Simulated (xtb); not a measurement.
H₃AlO₃, quintet, geometry from GFN2-xTB of the parent state (such geometries of metal compounds can be far from the true shape) (a higher spin typed on purpose: for a closed-shell molecule this is an excited state); xtb 6.7.1 with GFN0-xTB.

Here is a job for xtb.
```
$ xtb mol.xyz --gfn 0 --chrg 0 --uhf 4 --json

# file mol.xyz
7

Al    -0.00000000    -0.00000000    -0.00000000
O     -1.08597176    -1.25217867     0.07815260
H     -1.93325027    -1.43797965    -0.30182312
O     -0.33424217     1.33110871    -0.93264447
H      0.10698534     2.14443421    -1.13414960
O      1.42021393    -0.07893003     0.85449188
H      1.82626493    -0.70645456     1.43597272
```

What the program printed (banner, timings and long lists left out):

```
   ID    Z sym.   atoms
    1   13 Al     1
    2    8 O      2, 4, 6
    3    1 H      3, 5, 7

           -------------------------------------------------
          |                Calculation Setup                |
           -------------------------------------------------

           -------------------------------------------------
          |                 G F N 0 - x T B                 |
           -------------------------------------------------

          ...................................................
          :                      SETUP                      :
          :.................................................:
          :  # basis functions                  28          :
          :  # atomic orbitals                  27          :
          :  # shells                           15          :
          :  # electrons                        24          :
          :  electronic temp.          300.0000000     K    :
          :  accuracy                    1.0000000          :
          :  -> integral cutoff          0.2500000E+02      :
          :  -> integral neglect         0.1000000E-07      :
          ...................................................

         :::::::::::::::::::::::::::::::::::::::::::::::::::::
         ::                     SUMMARY                     ::
         :::::::::::::::::::::::::::::::::::::::::::::::::::::
         :: total energy             -12.274149892758 Eh    ::
         :: gradient norm              0.069884841386 Eh/a0 ::
         :: HOMO-LUMO gap              0.000000021044 eV    ::
         ::.................................................::
         :: H0 energy                -12.229917281730 Eh    ::
         :: repulsion energy           0.097219574903 Eh    ::
         :: electrostat energy        -0.140277811339 Eh    ::
         :: -> Gsolv                   0.000000000000 Eh    ::
         ::    -> Gsasa                0.000000000000 Eh    ::
         ::    -> Gshift               0.000000000000 Eh    ::
         :: dispersion energy         -0.001174374592 Eh    ::
         :: short-range corr.          0.000000000000 Eh    ::
         :: add. restraining           0.000000000000 Eh    ::
         :: total charge               0.000000000000 e     ::
         :::::::::::::::::::::::::::::::::::::::::::::::::::::

           -------------------------------------------------
          |                Property Printout                |
[...]
        25                          0.3951751              10.7533
       ...                                ...                  ...
        27                          1.0102503              27.4903
      -------------------------------------------------------------
                  HL-Gap            0.0000000 Eh            0.0000 eV
             Fermi-level            0.0000000 Eh            0.0000 eV

     #   Z          covCN         q      C6AA      α(0)
     1  13 Al       2.214     0.530   165.613    27.434
     2   8 O        1.541    -0.544    23.777     6.590
     3   1 H        0.809     0.367     0.549     1.164
     4   8 O        1.541    -0.544    23.777     6.590
     5   1 H        0.809     0.367     0.549     1.164
     6   8 O        1.541    -0.544    23.777     6.590
     7   1 H        0.809     0.367     0.549     1.164

 Mol. C6AA /au·bohr⁶  :        845.237111
 Mol. C8AA /au·bohr⁸  :      38152.344925
 Mol. α(0) /au        :         50.695354

Wiberg/Mayer (AO) data.
largest (>0.10) Wiberg bond orders for each atom

 ---------------------------------------------------------------------------
     #   Z sym  total        # sym  WBO       # sym  WBO       # sym  WBO
 ---------------------------------------------------------------------------
     1  13 Al   2.627 --     4 O    0.801     2 O    0.801     6 O    0.801
     2   8 O    2.030 --     3 H    0.939     1 Al   0.801     6 O    0.139
                             4 O    0.139
     3   1 H    1.073 --     2 O    0.939
     4   8 O    2.030 --     5 H    0.939     1 Al   0.801     2 O    0.139
                             6 O    0.139
     5   1 H    1.073 --     4 O    0.939
     6   8 O    2.030 --     7 H    0.939     1 Al   0.801     2 O    0.139
                             4 O    0.139
     7   1 H    1.073 --     6 O    0.939
 ---------------------------------------------------------------------------

Topologies differ in total number of bonds
Writing topology from bond orders to xtbtopo.mol

 dipole moment from electron density (au)
     X       Y       Z
   0.0000   0.0000  -0.0000  total (Debye):    0.000

           -------------------------------------------------
          | TOTAL ENERGY              -12.274149892758 Eh   |
          | GRADIENT NORM               0.069884841386 Eh/α |
          | HOMO-LUMO GAP               0.000000021044 eV   |
           -------------------------------------------------

normal termination of xtb
```
